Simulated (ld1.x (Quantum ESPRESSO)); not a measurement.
Building the PAW potential for Si (LDA (PZ), scalar-relativistic).

ld1.x (Quantum ESPRESSO) 7.5 was run on this input:

```
&input
   title='Si', zed=14., rel=1, dft='PZ', iswitch=3,
   config='[Ne] 3s2 3p2',
   nld=2, rlderiv=2.30, eminld=-3.0, emaxld=5.0, deld=0.02
 /
 &inputp
   pseudotype=3, lpaw=.true., tm=.true., lloc=-1, rcloc=1.50,
   nlcc=.true., new_core_ps=.true.,
   which_augfun='PSQ', rmatch_augfun=1.70,
   file_pseudopw='Si.UPF', file_wfcaegen='ae.wfc', file_wfcncgen='nc.wfc', file_beta='beta', file_chi='chi', file_wfcusgen='us.wfc'
 /
4
3S  1  0   2.00   0.00  1.70  1.80  0.0
3S  1  0   0.00   0.10  1.70  1.80  0.0
3P  2  1   2.00   0.00  1.80  2.10  0.0
3P  2  1   0.00   0.85  1.80  2.10  0.0
 &test
   configts(1)='3s2 3p2'
 /
```

Command:

```bash
ld1.x < Si.in > Si.out
```

Output (shortened: banner, matrices, multipoles, cross overlaps and the repeated all-electron block are left out):

```
Program LD1 v.7.5
     --------------------------- All-electron run ----------------------------

     Si
     scalar relativistic calculation

     atomic number is 14.00
     dft =PZ   lsd =0 sic =0 latt =0  beta=0.20 tr2=1.0E-14
     Exchange-correlation= PZ
                           (   1   1   0   0   0   0   0)
     mesh =1141 r(mesh) = 100.57892 a.u. xmin = -7.00 dx = 0.01250
     1 Ry =  13.60569312 eV, c = 137.03599908

     n l     nl                  e(Ry)          e(Ha)          e(eV)
     1 0     1S 1( 2.00)      -130.7150       -65.3575     -1778.4678
     2 0     2S 1( 2.00)       -10.1968        -5.0984      -138.7341
     2 1     2P 1( 6.00)        -7.0265        -3.5133       -95.6005
     3 0     3S 1( 2.00)        -0.8000        -0.4000       -10.8844
     3 1     3P 1( 2.00)        -0.3064        -0.1532        -4.1687

     final scf error:  7.1E-15 reached in  24 iterations

     Etot =    -577.639429 Ry,    -288.819714 Ha,   -7859.184802 eV

     Ekin =     578.502686 Ry,     289.251343 Ha,    7870.930010 eV
     Encl =   -1380.991066 Ry,    -690.495533 Ha,  -18789.340653 eV
     Eh   =     264.037620 Ry,     132.018810 Ha,    3592.414836 eV
     Exc  =     -39.188668 Ry,     -19.594334 Ha,    -533.188995 eV

     normalization and overlap integrals

     s(1S/1S) =  1.000000  <r> =   0.1116  <r2> =    0.0168  r(max) =   0.0732
     s(2S/2S) =  1.000000  <r> =   0.5706  <r2> =    0.3895  r(max) =   0.4543
     s(2P/2P) =  1.000000  <r> =   0.5387  <r2> =    0.3668  r(max) =   0.3861
     s(3S/3S) =  1.000000  <r> =   2.1579  <r2> =    5.4402  r(max) =   1.7744
     s(3P/3P) =  1.000000  <r> =   2.7934  <r2> =    9.4068  r(max) =   2.1403

     ------------------------ End of All-electron run ------------------------

     --------------------- Generating PAW atomic setup --------------------

      Generating local potential from pseudized AE potential:
      Matching radius rcloc =   1.5000

      Local pseudo, rcloc= 1.508 Estimated cut-off energy=    10.52 Ry

      Computing core charge for nlcc:

       r > 1.13 : true rho core
      Core charge pseudized with two Bessel functions
      Integrated core pseudo-charge :   4.13
      Wfc-us  3S rcutus= 1.797  Estimated cut-off energy=    13.82 Ry
      Wfc-us  3S rcutus= 1.797  Estimated cut-off energy=    15.38 Ry
      Wfc-us  3P rcutus= 2.087  Estimated cut-off energy=    17.10 Ry
      Wfc-us  3P rcutus= 2.087  Estimated cut-off energy=    19.76 Ry

     Required augmentation: PSQ   radius:    1.700000

     Q pseudized with Bessel functions
     Expected ecutrho=      93.1590 due to l1=  1   l2=  1

     Estimated PAW energy =  -44.206359 Ryd

     ------------------- End of pseudopotential generation -------------------

     Computing logarithmic derivative in   2.29266
     Computing logarithmic derivative in   2.29266
     Computing the partial wave expansion
     R is outside the sphere for l=    0 j= 0.00
     R is outside the sphere for l=    0 j= 0.00
     R is outside the sphere for l=    1 j= 0.00
     R is outside the sphere for l=    1 j= 0.00

     ---------------------- Testing the pseudopotential ----------------------

     Si
     scalar relativistic calculation

     atomic number is 14.00   valence charge is  4.00
     dft = SLA  PZ   NOGX NOGC   lsd =0 sic =0 latt =0  beta=0.20 tr2=1.0E-14
     mesh =1141 r(mesh) = 100.57892 xmin = -7.00 dx = 0.01250

     n l     nl             e AE (Ry)        e PS (Ry)    De AE-PS (Ry)
     1 0     3S   1( 2.00)       -0.79999       -0.79999        0.00000
     2 1     3P   1( 2.00)       -0.30639       -0.30639        0.00000

     eps = 1.2E-15  iter =  3

     Etot =    -577.639429 Ry,    -288.819714 Ha,   -7859.184802 eV
     Etotps =   -44.206368 Ry,     -22.103184 Ha,    -601.458270 eV

     Ekin =      10.635340 Ry,       5.317670 Ha,     144.701178 eV
     Encl =     -21.546918 Ry,     -10.773459 Ha,    -293.160752 eV
     Ehrt =       5.893877 Ry,       2.946939 Ha,      80.190285 eV
     Ecxc =     -39.188667 Ry,     -19.594334 Ha,    -533.188981 eV
     (Ecc =      -6.630219 Ry,      -3.315110 Ha,     -90.208726 eV)

     ---------------------- End of pseudopotential test ----------------------
```

Generation and configuration tests took about 1.5 s on one core of a shared server CPU.

Transferability test of the new file with ld1.x, input:

```
&input
   title='Si', zed=14., rel=1, dft='PZ', iswitch=2,
   config='[Ne] 3s2 3p2'
 /
 &test
   file_pseudo='Si.UPF', nconf=10,
   configts(1)='3s2 3p2',
   configts(2)='3s2 3p1',
   configts(3)='3s2 3p0',
   configts(4)='3s1 3p0',
   configts(5)='3s1 3p2',
   configts(6)='3s1 3p3',
   configts(7)='3s2 3p1.5',
   configts(8)='3s2 3p2.3',
   configts(9)='3s2 3p2', lsdts(9)=1,
   configts(10)='3s2 3p1', lsdts(10)=1
 /
```

```bash
ld1.x < Si.test.in > Si.test.out
```

Pseudopotential blocks of its output, shortened (energy terms left out):

```
     ---------------------- Testing the pseudopotential ----------------------

     n l     nl             e AE (Ry)        e PS (Ry)    De AE-PS (Ry)
     1 0     3S   1( 2.00)       -0.79999       -0.79999        0.00000
     2 1     3P   1( 2.00)       -0.30639       -0.30639        0.00000

     eps = 1.2E-15  iter =  3

     Etot =    -577.639429 Ry,    -288.819714 Ha,   -7859.184802 eV
     Etotps =   -44.206368 Ry,     -22.103184 Ha,    -601.458270 eV

     ---------------------- End of pseudopotential test ----------------------

          ---------------------- Testing the pseudopotential ----------------------

     n l     nl             e AE (Ry)        e PS (Ry)    De AE-PS (Ry)
     1 0     3S   1( 2.00)       -1.40446       -1.40480        0.00034
     2 1     3P   1( 1.00)       -0.86384       -0.86408        0.00024

     eps = 6.3E-15  iter = 10

     Etot =    -577.064005 Ry,    -288.532002 Ha,   -7851.355761 eV
     Etotps =   -43.630839 Ry,     -21.815419 Ha,    -593.627800 eV
     dEtot_ae =       0.575424 Ry
     dEtot_ps =       0.575529 Ry,   Delta E=      -0.000105 Ry

     ---------------------- End of pseudopotential test ----------------------

          ---------------------- Testing the pseudopotential ----------------------

     n l     nl             e AE (Ry)        e PS (Ry)    De AE-PS (Ry)
     1 0     3S   1( 2.00)       -2.10683       -2.10886        0.00203
     2 1     3P   1( 0.00)       -1.51840       -1.52009        0.00170

     eps = 8.3E-15  iter =  7

     Etot =    -575.879637 Ry,    -287.939818 Ha,   -7835.241612 eV
     Etotps =   -42.445616 Ry,     -21.222808 Ha,    -577.502023 eV
     dEtot_ae =       1.759792 Ry
     dEtot_ps =       1.760752 Ry,   Delta E=      -0.000960 Ry

     ---------------------- End of pseudopotential test ----------------------

          ---------------------- Testing the pseudopotential ----------------------

     n l     nl             e AE (Ry)        e PS (Ry)    De AE-PS (Ry)
     1 0     3S   1( 1.00)       -2.91757       -2.92514        0.00758  !
     2 1     3P   1( 0.00)       -2.28100       -2.28794        0.00695  !

     eps = 4.4E-15  iter =  7

     Etot =    -573.370043 Ry,    -286.685022 Ha,   -7801.096854 eV
     Etotps =   -39.931574 Ry,     -19.965787 Ha,    -543.296745 eV
     dEtot_ae =       4.269385 Ry
     dEtot_ps =       4.274793 Ry,   Delta E=      -0.005408 Ry

     ---------------------- End of pseudopotential test ----------------------

          ---------------------- Testing the pseudopotential ----------------------

     n l     nl             e AE (Ry)        e PS (Ry)    De AE-PS (Ry)
     1 0     3S   1( 1.00)       -1.45855       -1.45914        0.00058
     2 1     3P   1( 2.00)       -0.90953       -0.90993        0.00040

     eps = 5.6E-15  iter = 11

     Etot =    -576.519150 Ry,    -288.259575 Ha,   -7843.942641 eV
     Etotps =   -43.085828 Ry,     -21.542914 Ha,    -586.212559 eV
     dEtot_ae =       1.120278 Ry
     dEtot_ps =       1.120539 Ry,   Delta E=      -0.000261 Ry

     ---------------------- End of pseudopotential test ----------------------

          ---------------------- Testing the pseudopotential ----------------------

     n l     nl             e AE (Ry)        e PS (Ry)    De AE-PS (Ry)
     1 0     3S   1( 1.00)       -0.85547       -0.85560        0.00014
     2 1     3P   1( 3.00)       -0.34880       -0.34884        0.00005

     eps = 1.3E-15  iter =  6

     Etot =    -577.139155 Ry,    -288.569577 Ha,   -7852.378228 eV
     Etotps =   -43.706033 Ry,     -21.853017 Ha,    -594.650878 eV
     dEtot_ae =       0.500274 Ry
     dEtot_ps =       0.500334 Ry,   Delta E=      -0.000060 Ry

     ---------------------- End of pseudopotential test ----------------------

          ---------------------- Testing the pseudopotential ----------------------

     n l     nl             e AE (Ry)        e PS (Ry)    De AE-PS (Ry)
     1 0     3S   1( 2.00)       -1.08744       -1.08752        0.00009
     2 1     3P   1( 1.50)       -0.57065       -0.57070        0.00005

     eps = 8.2E-15  iter =  9

     Etot =    -577.421518 Ry,    -288.710759 Ha,   -7856.219982 eV
     Etotps =   -43.988435 Ry,     -21.994218 Ha,    -598.493153 eV
     dEtot_ae =       0.217910 Ry
     dEtot_ps =       0.217932 Ry,   Delta E=      -0.000022 Ry

     ---------------------- End of pseudopotential test ----------------------

          ---------------------- Testing the pseudopotential ----------------------

     n l     nl             e AE (Ry)        e PS (Ry)    De AE-PS (Ry)
     1 0     3S   1( 2.00)       -0.64538       -0.64538       -0.00001
     2 1     3P   1( 2.30)       -0.16491       -0.16491       -0.00000

     eps = 6.5E-15  iter =  9

     Etot =    -577.709759 Ry,    -288.854880 Ha,   -7860.141699 eV
     Etotps =   -44.276700 Ry,     -22.138350 Ha,    -602.415191 eV
     dEtot_ae =      -0.070331 Ry
     dEtot_ps =      -0.070332 Ry,   Delta E=       0.000002 Ry

     ---------------------- End of pseudopotential test ----------------------

          ---------------------- Testing the pseudopotential ----------------------

     n l     nl             e AE (Ry)        e PS (Ry)    De AE-PS (Ry)
     1 0     3S   1( 1.00)       -0.83439       -0.83436       -0.00003
     2 1     3P   1( 2.00)       -0.33761       -0.33759       -0.00001
     1 0     3S   2( 1.00)       -0.73192       -0.73204        0.00012
     2 1     3P   2( 0.00)       -0.24557       -0.24563        0.00006

     eps = 1.6E-15  iter =  7

     Etot =    -577.684373 Ry,    -288.842186 Ha,   -7859.796298 eV
     Etotps =   -44.251275 Ry,     -22.125638 Ha,    -602.069273 eV
     dEtot_ae =      -0.044944 Ry
     dEtot_ps =      -0.044908 Ry,   Delta E=      -0.000036 Ry

     ---------------------- End of pseudopotential test ----------------------

          ---------------------- Testing the pseudopotential ----------------------

     n l     nl             e AE (Ry)        e PS (Ry)    De AE-PS (Ry)
     1 0     3S   1( 1.00)       -1.43202       -1.43233        0.00031
     2 1     3P   1( 1.00)       -0.88956       -0.88977        0.00022
     1 0     3S   2( 1.00)       -1.36706       -1.36749        0.00043
     2 1     3P   2( 0.00)       -0.82875       -0.82905        0.00029

     eps = 7.3E-15  iter =  9

     Etot =    -577.079039 Ry,    -288.539519 Ha,   -7851.560306 eV
     Etotps =   -43.645854 Ry,     -21.822927 Ha,    -593.832099 eV
     dEtot_ae =       0.560390 Ry
     dEtot_ps =       0.560513 Ry,   Delta E=      -0.000123 Ry

     ---------------------- End of pseudopotential test ----------------------
```
